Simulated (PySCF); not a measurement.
**Molecular orbitals of BPb⁺**

r²SCAN at R = 2.467 Å; basis B def2-SVP, Pb def2-SVP with ECP60; scalar-relativistic core potentials; PySCF 2.14. State: ³Π (triplet), unpaired electrons σ ↑, π ↑. Only the outer orbitals are listed, counted within each symmetry, core potentials removing the inner ones.

| spin | orbital | occ. | ε (eV) | on B (%) | main shells (%) |
| --- | --- | --- | --- | --- | --- |
| α | 5σ | 1 | -19.90 | 15 | 83 Pb s, 12 B s |
| α | 6σ | 1 | -15.59 | 75 | 75 B s, 14 Pb s, 10 Pb p |
| α | 7σ | 1 | -11.32 | 62 | 56 B p, 36 Pb p |
| α | 3π | 1 | -10.89 | 47 | 52 Pb p, 47 B p |
| α | 3π | 0 | -10.18 | 38 | 61 Pb p, 38 B p |
| α | 4π | 0 | -8.62 | 51 | 51 B p, 48 Pb p |
| α | 4π | 0 | -7.97 | 60 | 60 B p, 39 Pb p |
| β | 5σ | 1 | -19.03 | 14 | 85 Pb s, 10 B s |
| β | 6σ | 1 | -14.07 | 71 | 69 B s, 15 Pb p, 13 Pb s |
| β | 3π | 0 | -9.71 | 35 | 64 Pb p, 35 B p |
| β | 3π | 0 | -9.00 | 30 | 70 Pb p, 29 B p |
| β | 7σ | 0 | -8.53 | 58 | 42 Pb p, 34 B p, 24 B s |

Task: Which are the highest filled and the lowest empty level, where do they sit, and how wide is the gap?

Result: Highest filled α 3π at -10.89 eV (in %: 52 Pb p, 47 B p); lowest empty α 3π at -10.18 eV (in %: 61 Pb p, 38 B p); the gap at r²SCAN is 0.71 eV. Both belong to one degenerate shell, split only by its one-sided filling, so this is no excitation gap.

```
bond order (Mayer)                                                                                                 : 1.25
⟨S²⟩                                                                                                               : 2.008
charge on B (Mulliken, basis-dependent)                                                                            : 0.15
charge on B (Löwdin, basis-dependent)                                                                              : 0.18
dipole moment (positive dipole points towards Pb; it is taken about the centre of mass and depends on that origin) : -1.48 D
```

Spin–orbit coupling is left out, which matters for elements this heavy, above all for dissociation energies. The state was picked by a PBE0 search and need not be the measured ground state.
